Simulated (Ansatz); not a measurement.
The inner images of a band of CH₆BSb (9 atoms, charge 0, multiplicity 1) are given out of order.

Theory: RKS PBE-D4/def2-SVP (Ansatz 0.2.0).

First end point:

```xyz
9
Properties=species:S:1:pos:R:3
B -0.732 0.670 -1.578
Sb 0.753 1.005 0.025
C 0.641 -0.950 1.030
H -0.739 -0.387 -2.181
H -1.427 1.587 -1.970
H -0.312 1.858 1.087
H -0.399 -1.187 1.316
H 1.286 -0.928 1.928
H 1.018 -1.715 0.326
```

Last end point:

```xyz
9
Properties=species:S:1:pos:R:3
B -0.734 0.671 -1.578
Sb 0.759 0.998 0.020
C 0.640 -0.952 1.032
H -1.414 1.598 -1.975
H -0.762 -0.389 -2.174
H -0.299 1.862 1.080
H -0.403 -1.190 1.308
H 1.276 -0.925 1.935
H 1.026 -1.719 0.334
```

Question: Put them in order from the first end to the last, with their energies above the first end.
A.
```xyz
9
Properties=species:S:1:pos:R:3
B -0.752 0.693 -1.523
Sb 0.834 1.008 0.012
C 0.674 -0.952 0.997
H -1.162 -0.419 -1.793
H -1.163 1.647 -2.152
H -0.339 1.834 0.990
H -0.376 -1.289 1.052
H 1.112 -0.902 2.012
H 1.260 -1.667 0.388
```
B.
```xyz
9
Properties=species:S:1:pos:R:3
B -0.704 0.681 -1.497
Sb 0.829 1.159 0.119
C 0.672 -0.911 0.915
H -1.747 0.137 -1.189
H -0.491 0.921 -2.671
H -0.459 1.711 1.157
H -0.382 -1.239 0.961
H 1.119 -0.917 1.927
H 1.252 -1.589 0.260
```
C.
```xyz
9
Properties=species:S:1:pos:R:3
B -0.689 0.647 -1.488
Sb 0.829 1.174 0.102
C 0.639 -0.904 0.895
H -1.881 0.656 -1.253
H -0.312 0.317 -2.596
H -0.373 1.766 1.207
H -0.421 -1.198 0.992
H 1.119 -0.897 1.892
H 1.177 -1.607 0.233
```
D.
```xyz
9
Properties=species:S:1:pos:R:3
B -0.716 0.696 -1.502
Sb 0.879 1.061 0.055
C 0.681 -0.934 0.972
H -1.507 -0.217 -1.363
H -0.809 1.402 -2.488
H -0.437 1.762 0.971
H -0.376 -1.255 1.001
H 1.109 -0.925 1.992
H 1.264 -1.636 0.345
```
E.
```xyz
9
Properties=species:S:1:pos:R:3
B -0.707 0.646 -1.520
Sb 0.810 1.094 0.053
C 0.633 -0.924 0.949
H -1.776 1.219 -1.581
H -0.415 -0.161 -2.382
H -0.300 1.828 1.162
H -0.428 -1.176 1.123
H 1.179 -0.911 1.911
H 1.093 -1.662 0.268
```

Answer: A (+0.044 eV), D (+0.157 eV), B (+0.232 eV), C (+0.175 eV), E (+0.065 eV).

Run time: 110 s on 1 thread of Arm Neoverse V1, with other jobs on the host, peak memory 0.12 GiB.
